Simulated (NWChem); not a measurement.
Molecule: C3H8N2; SMILES C/N=C/CN

```xyz
13

C     -0.2648     2.4070     0.0148
N      0.3768     1.1445     0.2949
C     -0.0604     0.0978    -0.2906
C      0.5558    -1.2610    -0.0820
N     -0.4858    -2.2644     0.1286
H      0.4825     3.1193    -0.3969
H     -0.6239     2.8595     0.9642
H     -1.1244     2.3437    -0.6985
H     -0.9371     0.1137    -0.9912
H      1.3317    -1.1625     0.7165
H      1.0963    -1.5255    -1.0204
H     -0.8965    -2.1445     1.0635
H     -0.0760    -3.2057     0.1200
```
Atoms are numbered in this order, from 1.

Computed with NWChem. Pople sets run with spherical d functions. Geometry: optimised at PBE-D3(BJ)/def2-SVP. Not confirmed as a minimum by frequencies. Level: M06-2X/6-31G* with SMD (1 M gas to 1 M solution), gas-phase geometry.

Q: What does the run give for solvent cyclohexane? Quantities: solvation free energy (kcal/mol); cavity-dispersion-structure term (kcal/mol); dipole in solution (D).

A: 
```yaml
solvation free energy (kcal/mol): -3.6
cavity-dispersion-structure term (kcal/mol): 0.1
dipole in solution (D): 0.83
```
